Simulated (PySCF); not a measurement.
FeCl₂, SMILES [Fe]([Cl])[Cl] (connectivity only; charge and spin as stated), neutral, multiplicity 5.

Geometry optimised at B3LYP-D3(BJ)/def2-TZVP. The multiplicity is an assumed one; other spin states were not compared. The isomer is the one that the SMILES or the coordinates give; other isomers of the formula were not compared.

Calculation: PySCF with PBE/def2-TZVPD.

Gas-phase values at a fixed geometry.

Computed frontier levels, dipole moment and polarisability:
α spin, highest occupied and lowest empty level: -7.25 and -1.88 eV
β spin, highest occupied and lowest empty level: -5.83 and -5.31 eV
dipole moment: 0.00 D
mean static polarisability: 62.5 bohr³ (9.26 Å³)
polarisability, principal values: 44.2, 44.2, 99.0 bohr³
⟨S²⟩: 6.009 (pure state 6.00)
